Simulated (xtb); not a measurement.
Job for xtb: GFN2-xTB on BH5N2O (SMILES NB(N)O), a point of a torsion scan.

```
$ xtb mol.xyz --gfn 2 --opt vtight --chrg 0 --uhf 0 --input xcontrol
9

N      0.73291037     0.96454719     0.16183677
B      0.00559738    -0.25150128    -0.40213287
N     -1.50457136    -0.28270765    -0.15072624
O      0.68003399    -1.55527085    -0.35189487
H      1.69156065     0.73133238     0.50131778
H      0.75942167     1.67372451    -0.61483694
H     -1.88861360     0.59006152    -0.56617170
H     -1.59647459    -0.28572447     0.89057752
H     -0.04731699    -2.21957839    -0.27758747
$constrain
  force constant=1.0
  dihedral: 1,2,4,9,150.0
$end
```

Output:

```
[...]
           -------------------------------------------------
          |                Calculation Setup                |
           -------------------------------------------------



           -------------------------------------------------
          |                 G F N 2 - x T B                 |
           -------------------------------------------------

        Reference                      10.1021/acs.jctc.8b01176
      * Hamiltonian:
        H0-scaling (s, p, d)           1.850000    2.230000    2.230000
        zeta-weighting                 0.500000
      * Dispersion:
        s8                             2.700000
        a1                             0.520000
        a2                             5.000000
        s9                             5.000000
      * Repulsion:
        kExp                           1.500000    1.000000
        rExp                           1.000000
      * Coulomb:
        alpha                          2.000000
        third order                    shell-resolved
        anisotropic                    true
        a3                             3.000000
        a5                             4.000000
        cn-shift                       1.200000
        cn-exp                         4.000000
        max-rad                        5.000000


          ...................................................
          :                      SETUP                      :
          :.................................................:
          :  # basis functions                  21          :
          :  # atomic orbitals                  21          :
          :  # shells                           13          :
          :  # electrons                        24          :
          :  max. iterations                   250          :
          :  Hamiltonian                  GFN2-xTB          :
          :  restarted?                      false          :
          :  GBSA solvation                  false          :
          :  PC potential                    false          :
          :  electronic temp.          300.0000000     K    :
          :  accuracy                    1.0000000          :
          :  -> integral cutoff          0.2500000E+02      :
          :  -> integral neglect         0.1000000E-07      :
          :  -> SCF convergence          0.1000000E-05 Eh   :
          :  -> wf. convergence          0.1000000E-03 e    :
          :  Broyden damping             0.4000000          :
          :  net charge                          0          :
          :  unpaired electrons                  0          :
          ...................................................

 iter      E             dE          RMSdq      gap      omega  full diag
   1    -13.6626902 -0.136627E+02  0.690E+00    5.81       0.0  T
   2    -13.7645025 -0.101812E+00  0.460E+00    3.32       1.0  T
   3    -13.7724188 -0.791635E-02  0.244E+00    4.98       1.0  T
   4    -13.8003678 -0.279490E-01  0.604E-01    4.06       1.0  T
   5    -13.8043699 -0.400210E-02  0.290E-01    4.37       1.0  T
   6    -13.8046149 -0.244938E-03  0.104E-01    4.26       1.0  T
   7    -13.8046993 -0.844483E-04  0.303E-02    4.30       1.1  T
   8    -13.8047099 -0.105445E-04  0.772E-03    4.29       4.3  T
   9    -13.8047103 -0.429105E-06  0.206E-03    4.29      16.2  T
  10    -13.8047103 -0.404778E-07  0.621E-04    4.29      53.7  T
  11    -13.8047103 -0.144770E-08  0.422E-04    4.29      79.1  T

   *** convergence criteria satisfied after 11 iterations ***

         #    Occupation            Energy/Eh            Energy/eV
      -------------------------------------------------------------
         1        2.0000           -0.6655860             -18.1115
       ...           ...                  ...                  ...
         6        2.0000           -0.5109317             -13.9032
         7        2.0000           -0.4941230             -13.4458
         8        2.0000           -0.4860850             -13.2270
         9        2.0000           -0.4507870             -12.2665
        10        2.0000           -0.4428494             -12.0505
        11        2.0000           -0.3945310             -10.7357
        12        2.0000           -0.3727320             -10.1426 (HOMO)
        13                         -0.2151124              -5.8535 (LUMO)
        14                          0.0043986               0.1197
        15                          0.0559264               1.5218
        16                          0.0901077               2.4520
        17                          0.1556470               4.2354
       ...                                ...                  ...
        21                          0.2823679               7.6836
      -------------------------------------------------------------
                  HL-Gap            0.1576196 Eh            4.2890 eV
             Fermi-level           -0.2939222 Eh           -7.9980 eV

 SCC (total)  
[...]
1460 eV

 SCC (total)                   0 d,  0 h,  0 min,  0.002 sec
 SCC setup                      ...        0 min,  0.000 sec (  2.499%)
 Dispersion                     ...        0 min,  0.000 sec (  1.013%)
 classical contributions        ...        0 min,  0.000 sec (  0.421%)
 integral evaluation            ...        0 min,  0.000 sec ( 24.221%)
 iterations                     ...        0 min,  0.000 sec ( 20.269%)
 molecular gradient             ...        0 min,  0.001 sec ( 47.977%)
 printout                       ...        0 min,  0.000 sec (  3.258%)

         :::::::::::::::::::::::::::::::::::::::::::::::::::::
         ::                     SUMMARY                     ::
         :::::::::::::::::::::::::::::::::::::::::::::::::::::
         :: total energy             -13.769247175262 Eh    ::
         :: gradient norm              0.000062369758 Eh/a0 ::
         :: HOMO-LUMO gap              7.331754546364 eV    ::
         ::.................................................::
         :: SCC energy               -13.915810878596 Eh    ::
         :: -> isotropic ES            0.080567217464 Eh    ::
         :: -> anisotropic ES          0.004885802419 Eh    ::
         :: -> anisotropic XC          0.002201591019 Eh    ::
         :: -> dispersion             -0.003193636202 Eh    ::
         :: repulsion energy           0.146537136583 Eh    ::
         :: add. restraining           0.000026566752 Eh    ::
         :: total charge              -0.000000000000 e     ::
         :::::::::::::::::::::::::::::::::::::::::::::::::::::

           -------------------------------------------------
          |                Property Printout                |
           -------------------------------------------------

    * Orbital Energies and Occupations

         #    Occupation            Energy/Eh            Energy/eV
      -------------------------------------------------------------
         1        2.0000           -0.6506270             -17.7045
         2        2.0000           -0.5831227             -15.8676
         3        2.0000           -0.5780411             -15.7293
         4        2.0000           -0.5484540             -14.9242
         5        2.0000           -0.5161029             -14.0439
         6        2.0000           -0.5115462             -13.9199
         7        2.0000           -0.4887676             -13.3000
         8        2.0000           -0.4628489             -12.5948
         9        2.0000           -0.4495024             -12.2316
        10        2.0000           -0.4282945             -11.6545
        11        2.0000           -0.3888569             -10.5813
        12        2.0000           -0.3605797              -9.8119 (HOMO)
        13                         -0.0911427              -2.4801 (LUMO)
        14                          0.0321858               0.8758
        15                          0.1088678               2.9624
        16                          0.1609482               4.3796
        17                          0.2100960               5.7170
        18                          0.2586163               7.0373
        19                          0.3881470              10.5620
        20                          0.5343966              14.5417
        21                          0.5830625              15.8659
      -------------------------------------------------------------
                  HL-Gap            0.2694370 Eh            7.3318 eV
             Fermi-level           -0.2258612 Eh           -6.1460 eV

     #   Z          covCN         q      C6AA      α(0)
     1   7 N        2.562    -0.380    29.844     8.113
     2   5 B        2.467     0.395    18.116     7.553
     3   7 N        2.562    -0.397    30.322     8.178
     4   8 O        1.593    -0.506    23.064     6.481
     5   1 H        0.861     0.161     1.326     1.804
     6   1 H        0.861     0.148     1.415     1.863
     7   1 H        0.861     0.147     1.425     1.870
     8   1 H        0.861     0.147     1.422     1.868
     9   1 H        0.806     0.285     0.766     1.375

 Mol. C6AA /au·bohr⁶  :        651.568284
 Mol. C8AA /au·bohr⁸  :      14138.730754
 Mol. α(0) /au        :         39.104437


Wiberg/Mayer (AO) data.
largest (>0.10) Wiberg bond orders for each atom

 ---------------------------------------------------------------------------
     #   Z sym  total        # sym  WBO       # sym  WBO       # sym  WBO
 ---------------------------------------------------------------------------
     1   7 N    3.235 --     2 B    1.202     6 H    0.966     5 H    0.962
     2   5 B    3.467 --     1 N    1.202     3 N    1.176     4 O    1.072
     3   7 N    3.211 --     2 B    1.176     7 H    0.966     8 H    0.965
     4   8 O    2.070 --     2 B    1.072     9 H    0.898
     5   1 H    0.974 --     1 N    0.962
     6   1 H    0.978 --     1 N    0.966
     7   1 H    0.979 --     3 N    0.966
     8   1 H    0.978 --     3 N    0.965
     9   1 H    0.919 --     4 O    0.898
 ---------------------------------------------------------------------------

Topologies differ in total number of bonds
Writing topology from bond orders to xtbtopo.mol

molecular dipole:
                 x           y           z       tot (Debye)
 q only:       -0.454       0.242       0.136
   full:       -0.665       0.240       0.088       1.810
molecular quadrupole (traceless):
                xx          xy          yy          xz          yz          zz
 q only:        0.411       2.671       1.765       0.206      -1.506      -2.177
  q+dip:        1.305       3.786       2.495       0.218      -2.065      -3.800
   full:        0.985       3.758       2.764       0.152      -2.222      -3.749

           -------------------------------------------------
          |                Geometry Summary                 |
           -------------------------------------------------

      molecular mass/u    :       59.8635431
   center of mass at/Å    :        0.0294849      -0.2610825      -0.1179079
  moments of inertia/u·Å² :        0.5333304E+02   0.5529473E+02   0.1082500E+03
rotational constants/cm⁻¹ :        0.3160824E+00   0.3048687E+00   0.1557287E+00

 * 8 selected distances

     #   Z          #   Z                                           value/Å
     1   7 N        2   5 B                                       1.4103571
     2   5 B        3   7 N                                       1.4170742 (max)
     2   5 B        4   8 O                                       1.3767704
     1   7 N        5   1 H                                       1.0026987
     1   7 N        6   1 H                                       1.0024339
     3   7 N        7   1 H                                       1.0022739
     3   7 N        8   1 H                                       1.0032264
     4   8 O        9   1 H                                       0.9540546 (min)

 * 4 distinct bonds (by element types)

   Z      Z             #   av. dist./Å        max./Å        min./Å
   1 H    7 N           4     1.0026582     1.0032264     1.0022739
   5 B    7 N           2     1.4137156     1.4170742     1.4103571
   1 H    8 O           1     0.9540546     0.9540546     0.9540546
   5 B    8 O           1     1.3767704     1.3767704     1.3767704


optimized geometry written to: xtbopt.xyz


           -------------------------------------------------
          | TOTAL ENERGY              -13.769247175262 Eh   |
          | GRADIENT NORM               0.000062369758 Eh/α |
          | HOMO-LUMO GAP               7.331754546364 eV   |
           -------------------------------------------------
Note: The following floating-point exceptions are signalling: IEEE_UNDERFLOW_FLAG IEEE_DENORMAL
normal termination of xtb

------------------------------------------------------------------------
------------------------------------------------------------------------
 total:
 SCF:
 ANC optimizer:
```

The run finished.

Warnings raised: the energy holds the restraint's term.

Cost: very roughly 0.10 core-seconds.
